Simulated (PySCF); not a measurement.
C2NiO2, multiplicity 1. Atoms are numbered in the order given.

```xyz
5

Ni     0.0000     0.0000    -0.4845
O      0.0000    -2.6132     0.7393
C      0.0000    -1.6313     0.1448
O      0.0000     2.6132     0.7393
C      0.0000     1.6313     0.1448
```
Charge 0, spin multiplicity 1.

Geometry: B3LYP-D3(BJ)/def2-SVP. The spin state was assumed, not searched.

All values below come from PySCF with ωB97X/def2-TZVP.

Atomic charges (e):

```csv
atom,Mulliken,meta-Löwdin
Ni1,0.41,?
O2,-0.09,?
C3,-0.11,?
O4,-0.09,?
C5,-0.11,?
```

**Question.** What belongs in the gaps? (The exact figures need the calculation; the answer reports its results.)

**Answer.** 
- Ni1, meta-Löwdin: 0.18
- O2, meta-Löwdin: -0.21
- C3, meta-Löwdin: 0.12
- O4, meta-Löwdin: -0.21
- C5, meta-Löwdin: 0.12
